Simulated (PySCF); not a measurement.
## Correlation energy of Mg³⁺ (magnesium, charge +3)

[He] 2s2 2p5, 2P determinant. Calculation: PySCF 2.14, in aug-cc-pVDZ (5s4p2d, 27 functions); the non-relativistic Hamiltonian (point nucleus). Frozen: [He] 2s2; 5 electrons correlated.

Total MP2 correlation energy: -0.44 mhartree.

Same-spin part -0.10 and opposite-spin part -0.34 mhartree; SCS-MP2 scales them by 1/3 and 6/5 to -0.44 mhartree.

| level | correlation energy (mhartree) |
| --- | --- |
| CCSD | -0.46 |
| (T) | 0.00 |
| CCSD(T) | -0.46 |

Diagnostics: T1 = 0.00023, D1 = 0.0003, largest double amplitude 0.002.

Q: Is a single reference adequate?

A: Yes: T1 lies below 0.03 and no double amplitude reaches 0.07.
